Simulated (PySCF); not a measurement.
Estimate the missing entries of this data sheet.

Compound: sodium potassium, KNa.
SMILES: `[Na][K]`

```csv
property,level,value
point group,PBE0-D3(BJ)/def2-TZVP,C∞v
rotational constant B (linear),PBE0-D3(BJ)/def2-TZVP,?
dipole moment,B97-2/pcSseg-2,2.98 D
HOMO energy,B97-2/pcSseg-2,?
LUMO energy,B97-2/pcSseg-2,?
"isotropic shieldings of nuclei other than C and H, by class",GIAO B97-2/pcSseg-2,?
```

The electronic properties come from PySCF, for the isolated species, density fitting. Isolated species at its PBE0-D3(BJ)/def2-TZVP geometry, gas phase.

(1) The rotational constant B (linear)?

(2) What are the isotropic shieldings of nuclei other than C and H, by class?

(3) Give the HOMO energy.

(4) What is the LUMO energy?

Results:

(1) 2.769 GHz.

(2) 616 (1 Na), 1266 (1 K) ppm.

(3) -3.03 eV.

(4) -1.25 eV.

The dipole equals about 9.9 × 10⁻³⁰ C·m (1 D = 3.33564 × 10⁻³⁰ C·m). B corresponds to 0.0924 cm⁻¹ and a moment of inertia of 182.5 u Å² (most abundant isotopes). Point group C∞v permits a dipole; with 2.98 D the species has a pure rotational spectrum.
